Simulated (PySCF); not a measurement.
## Cost of response and excited-state runs on SMILES C=C1C(Br)=C[C@@]1(C)F, C6H6BrF

Cartesian coordinates in Å; atom numbers follow the order of the lines, from 1:
```xyz
14

C    -0.031   -1.403   -1.523
C     0.345   -0.656   -0.505
C     1.263   -0.779    0.626
Br    2.298   -2.227    1.206
C     1.062    0.465    1.087
C     0.047    0.766   -0.005
C    -1.375    1.062    0.425
F     0.463    1.747   -0.887
H     0.363   -2.396   -1.661
H    -0.732   -1.042   -2.256
H     1.452    1.054    1.893
H    -2.017    1.094   -0.452
H    -1.413    2.027    0.925
H    -1.726    0.289    1.102
```

PySCF with density fitting, on 1 thread of an Arm Neoverse V1, shared host. Command: `OMP_NUM_THREADS=1 python excited_run.py task.json out`

**Question.** How long does this run take, and how much memory?
- excited states, PBE0/def2-SVPD; two-photon moments; 6 states; quadratic response for 5 states; 0 triplets

**Answer.** 
| run | level | basis functions | wall time | peak memory (GiB) |
| --- | --- | --- | --- | --- |
| excited states | PBE0/def2-SVPD | 232 | 60 s | 0.91 |

Times from a shared host are rough.
